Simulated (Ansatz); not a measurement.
`BN[SiH2]Cl` + HI → `Cl[SiH2]I` + `BN`  (ligand exchange at the Si–N bond)

Computed with Ansatz on PBE0-D4/def2-TZVP structures; ΔE is electronic, products minus reactants. CCSD(T)/CBS is the MP2 limit (def2-TZVPP, def2-QZVPP) plus CCSD(T) − MP2 in def2-TZVPP, frozen cores. This one scheme is used for every species. DFT in def2-TZVPP. B3LYP here is the variant with VWN-RPA as its local correlation; programs differ in this. Elements past krypton have def2 core potentials. For I outer-core shells are correlated without core-valence functions, which leaves a few kJ/mol of doubt a bond. Each species was taken in one conformer, which may not be the lowest.

```csv
level,ΔE (kcal/mol),difference from CCSD(T)/CBS
revPBE-D4,-9.2,-1.1
BLYP-D4,-7.6,0.5
B3LYP-D4,-7.5,0.6
r2SCANh-D4,-8.6,-0.5
B2PLYP,-7.4,0.7
revPBE,-10.7,-2.6
BHLYP,-6.9,1.2
LC-ωPBE,-8.1,0.0
HF/def2-TZVPP,-5.9,2.2
MP2/def2-QZVPP,-8.9,-0.8
CCSD(T)/CBS,-8.1,0
```

Largest T1 diagnostic among the species: 0.012.

Leaving LDA and LC-ωPBE aside and taking each functional with its dispersion term where it has one, the values, not all of them listed here, spread over 3.8 kcal/mol, from PBE-D4 to CAM-B3LYP-D4. LDA lies +1.6 kcal/mol from PBE without D4. From BLYP to BHLYP (50 % exact exchange), in def2-TZVPP and without D4, ΔE moves by +1.2 kcal/mol.
